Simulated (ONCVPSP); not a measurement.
## V ONCV: all-electron and pseudo phase curves

| Item | Value |
| --- | --- |
| Element | vanadium |
| Generator | ONCVPSP 4.0.1 |
| Type | optimised norm-conserving Vanderbilt (ONCV) |
| Functional | PBEsol |
| Relativity | scalar-relativistic |
| Frozen core | [Ne] |
| Valence charge | 13 |
| Reference configuration | 3s2 3p6 3d3 4s1.5 4p0.5 |
| Partial waves | 3s+4s: rc 1.60 bohr, ncon 4, nbas 7, qcut 6.8 1/bohr, 2 projectors; 3p+4p: rc 1.50 bohr, ncon 3, nbas 6, qcut 7.1 1/bohr, 2 projectors; 3d: rc 2.05 bohr, ncon 4, nbas 9, qcut 7.8 1/bohr, 2 projectors, debl 1.8 Ha |
| Local potential | polynomial inside 1.15 bohr (lpopt 5, dvloc0 2 Ha) |
| Core correction | none |

The phase is arctan(r·R′/R) of the radial function R(r), unwrapped; energies in Ha, scanned from -4 to 5 Ha. A pole is an energy at which the radial function vanishes at the test radius. The pseudo phase is shifted by a multiple of π to meet the all-electron one at the reference energy, and phase errors are pseudo minus all-electron; the curves can meet again beyond the range given. Levels narrower than the energy grid can be missing from the lists of poles.

| channel | radius (bohr) | reference energy (Ha) | poles, all-electron | poles, pseudo | unbroken range about the reference energy with phases within 0.05 rad | phase error 1 Ha above the reference energy (rad) |
| --- | --- | --- | --- | --- | --- | --- |
| s | 1.63 | -0.19 | -2.21 | -2.21 | the whole range | -0.000 |
| p | 1.52 | -0.07 | -0.93 | -0.93 | the whole range | +0.000 |
| d | 2.08 | -0.22 | 0.07, 3.84 | 0.07, 3.91 | the whole range | +0.001 |

Phases in the s channel:

| E (Ha) | all-electron | pseudo |
| --- | --- | --- |
| -3.98 | 1.087 | 1.087 |
| -3.50 | 0.836 | 0.836 |
| -3.02 | -0.315 | -0.315 |
| -2.54 | -1.380 | -1.380 |
| -2.06 | -1.626 | -1.626 |
| -1.58 | -1.745 | -1.745 |
| -1.10 | -1.839 | -1.839 |
| -0.62 | -1.940 | -1.940 |
| -0.14 | -2.078 | -2.078 |
| 0.34 | -2.306 | -2.306 |
| 0.82 | -2.735 | -2.735 |
| 1.30 | -3.403 | -3.404 |
| 1.78 | -3.939 | -3.941 |
| 2.26 | -4.223 | -4.226 |
| 2.74 | -4.378 | -4.380 |
| 3.22 | -4.473 | -4.476 |
| 3.70 | -4.538 | -4.541 |
| 4.18 | -4.586 | -4.589 |
| 4.66 | -4.623 | -4.627 |
